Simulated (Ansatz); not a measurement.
Frontier orbitals of H₄NO₂STa (`[NH2][Ta]([OH])([OH])=[S]`).

Cartesian coordinates in Å:
```
N -1.4820 -0.6498 -0.2963
Ta 0.3275 0.0040 0.1221
O 0.2010 1.5749 1.1820
O 1.2089 0.4935 -1.4876
S 1.3460 -1.6053 1.1585
H -2.1812 -0.1046 -0.7809
H -1.8402 -1.5627 -0.0623
H 0.4514 1.7389 2.0915
H 1.9686 0.1110 -1.9271
```

Charge 0, multiplicity 1. Correlated methods include outer-core shells of Ta, which these sets cover unevenly. Ta: def2 effective core potential. The structure was optimised at the PBE0-D4/def2-TZVP level. It is one conformer, not always the lowest. Basis def2-TZVPP, Ansatz 0.2.0.

(1) Compute the vertical ionisation energy as the energy of the cation minus that of the neutral molecule, at each level. (Estimate.)

Results:

(1) Computed: 
| level | IE (eV) | difference from CCSD(T)/def2-TZVPP |
| --- | --- | --- |
| PBE-D4/def2-TZVPP | 9.19 | -0.33 |
| r2SCAN-D4/def2-TZVPP | 9.36 | -0.16 |
| PBE0-D4/def2-TZVPP | 9.43 | -0.09 |
| B3LYP-D4/def2-TZVPP | 9.47 | -0.05 |
| ωB97X-V/def2-TZVPP | 9.42 | -0.09 |
| ωB97M-V/def2-TZVPP | 9.43 | -0.09 |
| B2PLYP/def2-TZVPP | 9.49 | -0.03 |
| HF/def2-TZVPP | 8.30 | -1.22 |
| MP2/def2-TZVPP | 9.73 | 0.21 |
| CCSD/def2-TZVPP | 9.40 | -0.11 |
| CCSD(T)/def2-TZVPP | 9.52 | 0.00 |
| HF/def2-QZVPP | 8.29 | -1.23 |
| MP2/def2-QZVPP | 9.84 | 0.32 |

B3LYP here is the variant with VWN-RPA as its local correlation; programs differ in this.
